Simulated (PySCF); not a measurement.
2-(furan-2-yl)-1,3-thiazole (C7H5NOS), SMILES c1cnc(s1)-c1occc1.

Geometry: B3LYP-D3(BJ)/def2-SVP. One conformer was computed; it need not be the lowest.

Two levels are set side by side: TDA-PBE/def2-SVPD (PySCF) and TDA-ωB97X/def2-SVPD (PySCF). Vertical, same geometry. The lowest singlet is HOMO→LUMO 90 % with PBE and HOMO→LUMO 93 % with the other functional; states are paired by order. Differences are taken from unrounded values.

| quantity | TDA-ωB97X | TDA-PBE | TDA-PBE minus TDA-ωB97X |
|---|---|---|---|
| lowest singlet excitation (eV) | 4.66 | 4.22 | -0.44 |
| lowest triplet excitation (TDA) (eV) | 2.88 | 2.65 | -0.23 |
| first bright state (f over 0.05) (eV) | 4.66 | 4.22 | -0.44 |
| its oscillator strength | 0.63 | 0.64 | 0.01 |

Functionals without exact exchange tend to place singlet excitations lower, as here. Differences between two approximate levels are no errors against the true value.

Rough cost on one machine, each run with all the roots and properties that it gave: TDA-ωB97X against TDA-PBE about 6 times.
